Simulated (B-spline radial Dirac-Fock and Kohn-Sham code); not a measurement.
**Auger decay of the 4p3/2 hole in Au⁶⁺**

System: Au⁶⁺, configuration 1s2 2s2 2p6 3s2 3p6 3d10 4s2 4p6 4d10 4f14 5s2 5p6 5d5.

Model: a relativistic independent-particle model: LDA orbitals of the hole state, radiative multipoles to third order, Auger rates from the Coulomb interaction with a continuum orbital, Dirac-Fock energies. Program: a radial atomic solver. Kinetic energies are configuration averages from the vacuum level; the two-hole energies are estimated from single-hole states.

```csv
transition,kinetic energy (eV),width (meV),share (%)
N3-N4O2,2.20,134,2.4
N3-N5O2,20.10,911,16.2
N3-N4O3,20.84,436,7.7
N3-N5O3,39.13,1190,21.2
N3-N4O4,80.98,59.4,1.1
N3-N4O5,83.20,106,1.9
N3-N5O4,98.98,452,8.0
N3-N5O5,101.5,546,9.7
N3-N6O1,229.5,61.0,1.1
N3-N7O1,233.1,133,2.4
N3-N6N7,249.5,158,2.8
N3-N7N7,253.9,69.7,1.2
N3-N7O2,276.4,115,2.0
N3-N6O3,291.6,421,7.5
N3-N7O3,295.3,513,9.1
N3-O3O3,329.1,49.6,0.9
```

Coster-Kronig rates are the weakest part of this model and often come out 1.5 to 2.5 times too large. The listed channels hold 95 % of the non-radiative rate. Summed by principal shells, of 5.64 eV in all: NNO 92.4 %, NNN 4.2 %, NOO 3.5 %.

Values without a named source are computed, but for edge energies of neutral atoms, which are taken from tables.
